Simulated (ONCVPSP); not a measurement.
## Configuration tests for nitrogen (ONCV)

- Element: nitrogen
- Generator: ONCVPSP 4.0.1
- Type: optimised norm-conserving Vanderbilt (ONCV)
- Functional: LDA (Perdew-Zunger)
- Relativity: scalar-relativistic
- Frozen core: [He]
- Valence charge: 5
- Reference configuration: 2s2 2p3
- Partial waves: 2s: rc 1.00 bohr, ncon 4, nbas 8, qcut 7.5 1/bohr, 3 projectors, debl 2.9 Ha; 2p: rc 1.95 bohr, ncon 4, nbas 7, qcut 8.5 1/bohr, 1 projector; d scattering state at 0.26 Ha: rc 1.55 bohr, ncon 3, nbas 7, qcut 6.7 1/bohr, 2 projectors, debl 2.7 Ha
- Local potential: polynomial inside 0.95 bohr (lpopt 5, dvloc0 0 Ha)
- Core correction: polynomial model core, fcfact 0.7

Energies are relative to the spin-unpolarised reference configuration 2s2 2p3; without spin polarisation the order of configurations can differ from experiment.

| valence configuration | charge | ΔE all-electron (eV) | error AE − PS (meV) |
| --- | --- | --- | --- |
| 2s2 2p2 | +1 | 13.732 | +28 |
| 2s2 2p1 | +2 | 42.702 | +269 |
| 2s2 2p0 | +3 | 89.866 | +1146 |
| 2s2 2p2.5 | +0.5 | 5.167 | +3.6 |
